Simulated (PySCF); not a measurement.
Sn(Cl)3(Et) (C2H5Cl3Sn), SMILES C[CH2][Sn]([Cl])([Cl])[Cl]. Atoms are numbered in the order given.

```xyz
11

C     -2.8671    -0.9198     0.0000
C     -1.4948    -1.5860     0.0000
Sn     0.0789    -0.1036     0.0000
Cl    -0.1119     1.2915    -1.8923
Cl     2.2557    -1.0019     0.0000
Cl    -0.1119     1.2915     1.8923
H     -3.0097    -0.2878    -0.8902
H     -3.0097    -0.2878     0.8902
H     -3.6628    -1.6830     0.0000
H     -1.3153    -2.2040     0.8925
H     -1.3153    -2.2040    -0.8925
```
Charge 0, spin multiplicity 1.

Coordinates come from a B3LYP-D3(BJ)/def2-SVP optimisation. The def2 effective core potentials stand for the cores of Sn; spin–orbit coupling is left out. The values are those of a single conformer.

Computed with IEF-PCM-B3LYP/def2-SVP run with PySCF.

The values are the electrostatic part of the solvation free energy, E(continuum) − E(gas) at the gas-phase geometry, in a cavity of scaled van der Waals radii (PySCF's table); cavitation and dispersion terms are not included. A continuum can't describe solvent molecules that bind to the metal. In vacuum the orbital gap is 5.89 eV. The dipole moment in vacuum is 3.84 D.

Computed values in water (ε = 78.36), chlorobenzene (ε = 5.70), ethylethanoate (ε = 5.99):
| solvent | ε | ΔG(elec) (kcal/mol) | dipole (D) | gap (eV) |
|---|---|---|---|---|
| water | 78.36 | -5.0 | 5.06 | 5.77 |
| chlorobenzene | 5.70 | -3.8 | 4.76 | 5.81 |
| ethylethanoate | 5.99 | -3.8 | 4.77 | 5.81 |
